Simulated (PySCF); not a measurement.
Molecule: SMILES C(OC=C)(=O)C=C, C$_{5}$H$_{6}$O$_{2}$.

Atom-mapped SMILES (the numbers label the heavy atoms): `[CH2:1]=[CH:2][O:3][C:4](=[O:5])[CH:6]=[CH2:7]`. Each H is labelled by its parent atom. Ha(C7) is cis to C4; Ha(C1) is cis to O3; Hb(C7) is trans to C4; Hb(C1) is trans to O3.

Spin–spin couplings on one PBE0-D3(BJ)/def2-SVP geometry, PySCF 2.14.0 with density-fitted response routines, gas phase, non-relativistic, equivalent pairs averaged (without the spin–dipole term); isotopes ¹H; functional B3LYP.

Reference values (Hz): ³J(H(C2),Hb(C1)) = 6.4 (measured; solution (compiled); Pretsch, Buehlmann, Badertscher, Structure Determination of Organic Compounds, 4th ed., Springer 2009); ³J(H(C2),Ha(C1)) = 14.2 (measured; solution (compiled); Pretsch, Buehlmann, Badertscher, Structure Determination of Organic Compounds, 4th ed., Springer 2009); ²J(Ha(C1),Hb(C1)) = -1.6 (measured; solution (compiled); Pretsch, Buehlmann, Badertscher, Structure Determination of Organic Compounds, 4th ed., Springer 2009).

**Question.** How do the couplings (Hz) change with the basis set? Times are CPU seconds on 1 thread of an Arm Neoverse V2, shared host. Far from the basis limit: 6-31G-J, pcJ-0, 6-31G*, def2-TZVP, cc-pVTZ.

**Answer.** 
```tsv
basis set	functions	³J(H(C2),Hb(C1))	³J(H(C2),Ha(C1))	²J(Ha(C1),Hb(C1))	mean abs. error	core-s
6-31G-J	108	8.5	14.9	-3.4	1.5	7.5
pcJ-0	109	6.6	14.2	-1.6	0.1	7.1
6-31G*	110	6.8	13.1	-2.8	0.9	10
pcJ-1	249	7.7	15.6	-0.6	1.2	25
def2-TZVP	253	6.0	13.0	0.4	0.9	27
cc-pVTZ	294	6.1	12.7	0.3	1.0	46
```

Errors compare magnitudes, without vibrational corrections, and the largest couplings weigh most in the mean. Closest: pcJ-0; furthest: 6-31G-J.

The Fermi-contact term samples the wavefunction at the nucleus, which is why sets with added tight s functions (names with J) are made for couplings. Agreement of an ordinary basis with the reference is then largely a cancellation of errors.
